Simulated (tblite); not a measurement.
Q: Write a Z-matrix for `CC(=O)c1pcoc1C1CC1` as optimised with GFN2-xTB.

A: 
Z-matrix in Å and degrees, rows numbered from 1:
```
C 
C   1  1.5081
O   2  1.2138  1  122.17
C   2  1.4638  1  114.69  3  -179.99
P   4  1.7851  2  124.26  1     0.66
C   5  1.7012  4   87.32  2  -179.85
O   6  1.3428  5  116.05  4    -0.04
C   7  1.3327  6  112.12  5     0.02
C   8  1.4622  4  128.14  2    -0.09
C   9  1.5108  8  118.93  4  -145.86
C  10  1.4879  9   60.50  8  -108.33
H   1  1.0868  2  109.84  3     0.32
H   1  1.0889  2  109.72  3  -120.38
H   1  1.0887  2  109.65  3   121.05
H   6  1.0760  5  128.94  4   179.91
H   9  1.0802  8  113.15  4    -0.17
H  10  1.0794  9  117.35 11   108.52
H  10  1.0787  9  117.31 11  -109.55
H  11  1.0795  9  117.50 10  -108.46
H  11  1.0787  9  117.26 10   109.54
```

The 7 C–C bonds span 1.383 Å (C4–C8, aromatic) to 1.511 Å (C9–C10, drawn single), a spread of 0.128 Å. The 3-membered ring C9–C10–C11 has internal angles of 59.0° to 60.5°. The 5-membered ring C4–P5–C6–O7–C8 has internal angles of 87.3° to 116.0° (sum 540°, against 540° for a flat polygon); it is planar, 0.00 Å rms from its mean plane, widest ring torsion 0°. Of the pairs four or more bonds apart, O3···H16 is among the closest relative to their van der Waals radii: 2.19 Å, 80 % of the sum of Bondi's values.

Computed geometry: GFN2-xTB, gas phase.

Point group: Cs (every atom within 0.08 Å of its image). Its GFN2-xTB frequencies are all real (lowest 38 cm⁻¹). One conformer, not necessarily the lowest (C1–C2–C4–P5 1°, O7–C8–C9–C10 34°).
